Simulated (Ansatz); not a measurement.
`C/C=C/[SiH2]N` + `O=C(O)O` → `COC(=O)O` + `C=C[SiH2]N`  (substitution at a C–C bond)

Gas-phase electronic energies from Ansatz, PBE0-D4/def2-TZVP geometries. CCSD(T)/CBS is the MP2 limit (def2-TZVPP, def2-QZVPP) plus CCSD(T) − MP2 in def2-TZVPP, frozen cores. DFT in def2-TZVPP. B3LYP here is the variant with VWN-RPA as its local correlation; programs differ in this. Each species was taken in one conformer, which may not be the lowest.

`C/C=C/[SiH2]N`:

Cartesian coordinates in Å:
```
C 0.100 2.094 1.506
C 0.447 0.837 0.786
C -0.421 -0.035 0.272
Si 0.116 -1.577 -0.597
N -0.552 -1.626 -2.182
H 0.537 2.963 1.004
H 0.511 2.085 2.521
H -0.980 2.235 1.571
H 1.514 0.633 0.685
H -1.485 0.182 0.375
H 1.611 -1.588 -0.523
H -0.382 -2.812 0.071
H -0.650 -2.509 -2.657
H -0.366 -0.882 -2.835
```

`O=C(O)O`:

```xyz
6

O    -0.395   -1.153   -0.501
C    -0.035   -0.103   -0.045
O     1.150    0.134    0.511
O    -0.756    1.015   -0.012
H     1.640   -0.696    0.468
H    -1.603    0.803   -0.422
```

`COC(=O)O`:

Cartesian coordinates in Å:
```
C -0.744 0.263 1.142
O -0.708 -0.029 -0.252
C 0.508 -0.174 -0.754
O 1.543 -0.082 -0.151
O 0.400 -0.442 -2.058
H -1.798 0.353 1.395
H -0.282 -0.543 1.714
H -0.220 1.195 1.351
H 1.301 -0.540 -2.386
```

`C=C[SiH2]N`:

Cartesian coordinates in Å:
```
C -0.938 -0.806 -1.278
C 0.169 -0.071 -1.210
Si 0.841 0.610 0.390
N -0.076 0.216 1.784
H -1.324 -1.199 -2.215
H -1.511 -1.045 -0.385
H 0.703 0.138 -2.137
H 0.897 2.094 0.282
H 2.220 0.082 0.582
H -0.039 -0.701 2.196
H -0.942 0.683 1.992
```

```json
{"level": "BLYP-D4", "ΔE (kJ/mol)": "53.5"}
{"level": "CAM-B3LYP-D4", "ΔE (kJ/mol)": "54.4"}
{"level": "B3LYP", "ΔE (kJ/mol)": "55.2"}
{"level": "r2SCAN0", "ΔE (kJ/mol)": "61.6"}
{"level": "LC-ωPBE", "ΔE (kJ/mol)": "60.5"}
{"level": "CCSD/def2-SVP", "ΔE (kJ/mol)": "55.1"}
{"level": "HF/def2-QZVPP", "ΔE (kJ/mol)": "50.8"}
{"level": "MP2/CBS(def2)", "ΔE (kJ/mol)": "65.2"}
```

(1) What does CCSD(T)/CBS give? (Estimate.)

Largest T1 diagnostic among the species: 0.014.

## Answers

(1) Ansatz gave: +58.7 kJ/mol. The listed levels differ from it by -5.2, -4.3, -3.5, 2.9, 1.8, -3.6, -7.9, 6.5 kJ/mol.

Leaving LDA and LC-ωPBE aside and taking each functional with its dispersion term where it has one, the values, not all of them listed here, spread over 10.1 kJ/mol, from BLYP-D4 to PBE-QIDH. At CCSD(T), def2-SVP lies −3.6 kJ/mol from the extrapolated value and def2-TZVPP −1.6 kJ/mol. In def2-TZVPP, CCSD(T) changes the Hartree–Fock value by +6.2 kJ/mol (the triples alone add +0.1 kJ/mol) and MP2 by +12.7 kJ/mol.

CCSD(T)/CBS has its own doubt, a few kJ/mol and more with outer-core shells, so smaller differences from it don't rank the levels.
